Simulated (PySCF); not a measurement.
C4H7ClSi, SMILES CC([SiH2]Cl)=C=C.

Coordinates come from a TPSSh-D3(BJ)/def2-SVP optimisation. This is a generated structure with no PubChem entry under its InChIKey; it may be hypothetical. The values are those of a single conformer.

Calculation: TDA-B3LYP/def2-SVPD run with PySCF.

Vertical excitations. Isolated molecule, no solvent.

Computed lowest excited states:
```json
[
 {"state": "S1", "energy (eV)": "5.37", "λ (nm)": "231", "f": "0.002", "main pairs": "HOMO→LUMO 85 %"},
 {"state": "S2", "energy (eV)": "5.74", "λ (nm)": "216", "f": "0.004", "main pairs": "HOMO−1→LUMO+1 75 %, HOMO−1→LUMO 18 %"},
 {"state": "S3", "energy (eV)": "6.38", "λ (nm)": "194", "f": "0.032", "main pairs": "HOMO−1→LUMO 44 %, HOMO→LUMO+1 19 %, HOMO−1→LUMO+2 10 %, HOMO−1→LUMO+1 9 %"},
 {"state": "S4", "energy (eV)": "6.67", "λ (nm)": "186", "f": "0.068", "main pairs": "HOMO→LUMO+2 70 %, HOMO−1→LUMO+2 11 %"},
 {"state": "S5", "energy (eV)": "6.70", "λ (nm)": "185", "f": "0.094", "main pairs": "HOMO→LUMO+1 31 %, HOMO−1→LUMO+2 26 %, HOMO→LUMO+2 21 %, HOMO→LUMO+3 11 %"},
 {"state": "S6", "energy (eV)": "6.87", "λ (nm)": "180", "f": "0.031", "main pairs": "HOMO−2→LUMO 68 %, HOMO−1→LUMO+2 15 %"},
 {"state": "S7", "energy (eV)": "6.89", "λ (nm)": "180", "f": "0.082", "main pairs": "HOMO−2→LUMO 28 %, HOMO−1→LUMO+2 28 %, HOMO−1→LUMO+3 19 %, HOMO→LUMO+3 9 %"},
 {"state": "S8", "energy (eV)": "7.11", "λ (nm)": "174", "f": "0.006", "main pairs": "HOMO−3→LUMO 86 %"},
 {"state": "S9", "energy (eV)": "7.22", "λ (nm)": "172", "f": "0.067", "main pairs": "HOMO→LUMO+3 48 %, HOMO−1→LUMO+3 29 %"},
 {"state": "S10", "energy (eV)": "7.40", "λ (nm)": "167", "f": "0.094", "main pairs": "HOMO−2→LUMO+1 85 %"},
 {"state": "T1", "energy (eV)": "4.39", "λ (nm)": "282", "f": "0", "main pairs": "HOMO−1→LUMO 63 %, HOMO→LUMO+1 16 %"},
 {"state": "T2", "energy (eV)": "4.62", "λ (nm)": "269", "f": "0", "main pairs": "HOMO→LUMO+1 56 %, HOMO−1→LUMO 15 %, HOMO→LUMO 12 %"},
 {"state": "T3", "energy (eV)": "5.04", "λ (nm)": "246", "f": "0", "main pairs": "HOMO→LUMO 76 %, HOMO→LUMO+1 16 %"},
 {"state": "T4", "energy (eV)": "5.43", "λ (nm)": "229", "f": "0", "main pairs": "HOMO−1→LUMO+1 84 %"}
]
```
Triplets are in the Tamm–Dancoff approximation.
